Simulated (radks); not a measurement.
Problem. The table gives one normalised radial function P(r) = r R(r) of Hg+ in [Xe] 4f14 5d10 6s(up 0.75, down 0.25) (r in bohr). Method: scalar-relativistic Kohn-Sham, r2SCAN, spin-polarised, spherical densities, finite nucleus; meta-GGA in the generalised Kohn-Sham scheme; Fermi nuclear charge, rms radius 5.4648 fm; computed with a radial shooting solver on a logarithmic mesh with Libxc functionals.

r,P
0.0008514,0.0256
0.001145,0.0317
0.001551,0.0390
0.002086,0.0471
0.002827,0.0560
0.003801,0.0644
0.005151,0.0712
0.006925,0.0737
0.009386,0.0683
0.01272,0.0506
0.0171,0.0184
0.02318,-0.0292
0.03116,-0.0798
0.04223,-0.1124
0.05678,-0.0938
0.07695,-0.0054
0.1035,0.1122
0.1402,0.1592
0.19,0.0384
0.2555,-0.1662
0.3463,-0.2138
0.4655,0.0246
0.6309,0.3189
0.8483,0.2941
1.15,-0.1002
1.546,-0.5368
2.095,-0.7294
2.839,-0.6079
3.817,-0.3428
5.173,-0.1205
6.955,-0.0254

Which n and l does it have? It may be an empty orbital.

Solution. n = 6, l = 0: the number of nodes gives n - l - 1 = 5, the rise at small r (about r^(l+1), flatter next to the nucleus through relativity) gives l, and the extent must fit the shell. The curve is that of 6s up; the table hardly tells the two spins apart. 6s up: eigenvalue -15.018 eV, 5 radial nodes at r = 0.0194, 0.0780, 0.201, 0.455, 1.08 bohr, <r> = 2.49 bohr, 90 % of the charge inside 3.65 bohr.
